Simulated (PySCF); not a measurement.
Working out the excitation energy of Ar⁺

Ar⁺ [Ne] 3s2 3p5 (2P) → Ar⁺ [Ne] 3s1 3p5 4s1 (4P). All numbers are calculated (PySCF 2.14, scalar relativity by spin-free X2C-1e, in x2c-TZVPPall with one added diffuse shell each of s, p, d type (6s6p4d1f, 51 functions)). Frozen: 1s2. Energies in hartree (1 hartree = 27.21139 eV):

| part | Ar⁺ (lower) | Ar⁺ (upper) |
| --- | --- | --- |
| UHF | -528.079618 | -526.853532 |
| MP2 opposite-spin | -0.243516 | -0.293883 |
| MP2 same-spin | -0.091898 | -0.097809 |

Q: What does Hartree-Fock give?

A: (-526.853532) − (-528.079618) = 1.226086 hartree = 33.363 eV.

Q: What do MP2 and SCS-MP2 (6/5 opposite-spin, 1/3 same-spin) give?

A: The opposite-spin parts differ by -1.371 eV and the same-spin parts by -0.161 eV. MP2: 33.363 + (-1.371) + (-0.161) = 31.831 eV. SCS-MP2: 33.363 + 1.2 × (-1.371) + (-0.161)/3 = 31.664 eV.

One determinant isn't an eigenfunction of L², so it does not stand for a pure term.

The upper state lies above the first ionisation limit, where it may autoionise and the basis confines it. A Rydberg-like electron needs more diffuse functions than a valence basis has.
